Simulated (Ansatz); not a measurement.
Reaction (SMILES): [N]=C=O → C atom + N atom + O atom
B3LYP-D3(BJ)/def2-TZVP geometries, fixed; electronic energies without zero-point terms.

Basis-set convergence of the atomisation energy at PBE with Ansatz (an electronic-structure program). Cartesian d functions, on some or all atoms, in 6-31G**, 6-31+G*; all else is spherical. The program fits the integrals of some runs and decomposes those of others, by size. Open shells are unrestricted. No added dispersion term, no relativity. Functions are those of the species that has most. Reference: the value in aug-pcseg-3, 349.95 kcal/mol, itself unsure by roughly 0.23 kcal/mol (its mean distance from aug-cc-pVQZ, cc-pV5Z, def2-QZVPPD). Deviations are taken from unrounded values.

| basis | functions | atomisation energy (kcal/mol) | minus reference (kcal/mol) |
|---|---|---|---|
| STO-3G | 15 | 325.83 | -24.12 |
| 3-21G | 27 | 322.98 | -26.97 |
| 6-31G | 27 | 312.56 | -37.39 |
| pcseg-0 | 27 | 311.00 | -38.95 |
| pcseg-1 | 42 | 344.69 | -5.26 |
| 6-31G** | 45 | 347.71 | -2.24 |
| 6-311G** | 54 | 348.09 | -1.86 |
| 6-31+G* | 57 | 341.87 | -8.08 |
| 6-311+G** | 66 | 345.13 | -4.82 |
| 6-311++G(2d,2p) | 81 | 346.80 | -3.15 |
| pcseg-2 | 90 | 349.58 | -0.37 |
| 6-311++G(3df,3pd) | 117 | 351.22 | 1.27 |
| pcseg-3 | 180 | 349.93 | -0.02 |

The smallest set listed that lies within 4 kcal/mol of the reference with all its larger relatives (same family, alike in diffuse functions; a set with none counts only in the reference's own line) is 6-31G** (45 functions, -2.24 kcal/mol off).
